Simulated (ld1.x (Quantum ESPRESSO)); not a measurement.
## Before and after: TM potential for P

```
Element                 : phosphorus (P)
Generator               : ld1.x (Quantum ESPRESSO) 7.5
Type                    : norm-conserving Troullier–Martins (Kleinman–Bylander form)
Functional              : PW91
Relativity              : non-relativistic
Frozen core             : [Ne]
Valence charge          : 5
Reference configuration : 3s2 3p2 (charge +1)
Partial waves           : 3p (bound): rc 1.50 bohr; 3s (bound): rc 1.70 bohr
Local potential         : the s channel
Core correction         : none
```

All-electron outer shells of the reference configuration (PW91, non-relativistic, ld1.x):

```csv
shell,level (eV),outermost node (bohr),outermost maximum (bohr)
3s,-23.26,0.66,1.56
3p,-14.28,0.64,1.76
```

Change: all radii scaled by about 0.88 (s 1.50, p 1.32 bohr).

Cutoffs: the cutoffs (Ry, on a coarse ladder) from which the occupation-weighted sum of valence levels, in a spherical-Bessel basis at the reference potential, stays within 10 and 1 mRy of its value at 400 Ry; they do not see the model core or the augmentation charge, which bear on the density cutoff. Errors are all-electron minus pseudo energies relative to the spin-unpolarised reference configuration.

Predict the effect on cutoff, ghosts and configuration errors.

The potential gets harder (30 Ry and 50 Ry → 50 Ry and 90 Ry); of the 7 tests that both files solve, the error grows in 2 and shrinks in 3 by more than 15 % and 0.3 meV (median size 3.3 → 7.3 meV); neither file shows a bound ghost. A smaller radius makes the pseudo-wave follow the all-electron one further in, where it bends more sharply, so more plane waves are needed.

| quantity | base | changed |
| --- | --- | --- |
| cutoff, loose | 30 Ry | 50 Ry |
| cutoff, tight | 50 Ry | 90 Ry |
| loose cutoff by channel (10 mRy a level) | p 8 Ry, s 18 Ry | p 45 Ry, s 18 Ry |
| bound ghosts | none | none |
| error for 3s2 3p3, meV [ΔE -9.79 eV] | +3.3 | +2.8 |
| error for 3s2 3p1, meV [ΔE 19.22 eV] | +9.1 | +7.3 |
| error for 3s2 3p0, meV [ΔE 49.05 eV] | +55 | +45 |
| error for 3s1 3p3, meV [ΔE 9.03 eV] | +2.7 | +5.9 |
| error for 3s0 3p5, meV [ΔE 7.25 eV] | +2.3 | +15 |
| error for 3s1 3p0, meV [ΔE 101.02 eV] | +220 | +203 |
| error for 3s2 3p2.5, meV [ΔE -5.99 eV] | +1.1 | +0.9 |
